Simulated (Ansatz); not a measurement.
H3InOS2, SMILES [OH][In]([SH])[SH].

Geometry optimised at B3LYP-D3(BJ)/def2-SVP. The structure was generated by enumeration; whether it is a known compound was not checked. The def2 effective core potentials stand for the cores of In; spin–orbit coupling is left out. The values are those of a single conformer.

Two levels are set side by side: PBE/def2-SVPD (Ansatz, a first-principles code) and PBE0/def2-SVPD (Ansatz). Energy differences of separate SCF runs at the same geometry; the states with an electron removed or added have multiplicity 2 and 2. Differences are taken from unrounded values.

| quantity | PBE0 |
|---|---|
| vertical ionisation energy (eV) | 9.61 |
| vertical electron affinity (eV) | 0.70 |
| vertical singlet–triplet gap (eV) | 3.99 |

Task: What does PBE give, and how far is it from PBE0? (An estimate is asked for; the answer gives what the named calculation found.)

Result: 
```
quantity                            PBE  PBE minus PBE0
---------------------------------  ----  --------------
vertical ionisation energy (eV)    9.22           -0.39
vertical electron affinity (eV)    0.82            0.12
vertical singlet–triplet gap (eV)  3.53           -0.46
```
